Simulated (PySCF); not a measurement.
SMILES OB(O)CC[Si](O)(O)O (C2H9BO5Si), GFN2-xTB optimised geometry.

```
18

Si    -1.67     1.46    -0.10
O     -3.22     1.44    -0.59
O     -0.94     2.55    -1.08
O     -1.65     1.89     1.47
C     -0.80    -0.23    -0.16
C      0.72    -0.13     0.00
B      1.48    -1.54     0.00
O      0.85    -2.74     0.00
O      2.83    -1.54     0.00
H     -3.40     1.50    -1.52
H     -0.01     2.74    -0.95
H     -2.29     2.53     1.79
H     -1.21    -0.86     0.63
H     -1.03    -0.72    -1.11
H      0.94     0.39     0.93
H      1.13     0.49    -0.80
H     -0.11    -2.70     0.00
H      3.22    -2.42     0.01
```

Density from CAM-B3LYP/def2-SVP in PySCF at that geometry.

Minimum of the electron density along straight lines between bonded atoms, close to the bond critical point (lines longer than 1.1 times the sum of covalent radii, or with two minima, are not listed):

| bond | length / Å | ρ at the minimum / e bohr⁻³ | ∇²ρ there / e bohr⁻⁵ | position (fraction from the first atom) |
|---|---|---|---|---|
| Si1–O2 | 1.629 | 0.131 | 1.08 | 0.41 |
| Si1–O3 | 1.637 | 0.128 | 1.04 | 0.41 |
| Si1–O4 | 1.625 | 0.132 | 1.10 | 0.41 |
| Si1–C5 | 1.898 | ___ | ___ | 0.38 |
| C5–C6 | 1.537 | 0.235 | -0.51 | 0.51 |
| C6–B7 | 1.602 | ___ | -0.23 | 0.68 |
| B7–O8 | 1.360 | 0.202 | 1.13 | 0.33 |
| B7–O9 | 1.351 | 0.208 | 1.13 | 0.33 |
| O2–H10 | 0.953 | 0.354 | -2.49 | 0.82 |
| O3–H11 | 0.953 | 0.355 | -2.46 | 0.82 |
| O4–H12 | 0.954 | 0.352 | -2.47 | 0.82 |
| C5–H13 | 1.091 | 0.271 | -0.96 | 0.62 |
| C5–H14 | 1.092 | 0.270 | -0.95 | 0.62 |
| C6–H15 | 1.092 | 0.272 | -0.97 | 0.62 |
| C6–H16 | 1.092 | 0.271 | -0.96 | 0.62 |
| O8–H17 | 0.957 | 0.357 | -2.45 | 0.82 |
| O9–H18 | 0.958 | 0.355 | -2.43 | 0.82 |

Task: Complete the blanks.

Result: 
- Si1–C5, ρ at the minimum / e bohr⁻³: 0.117
- Si1–C5, ∇²ρ there / e bohr⁻⁵: 0.31
- C6–B7, ρ at the minimum / e bohr⁻³: 0.179
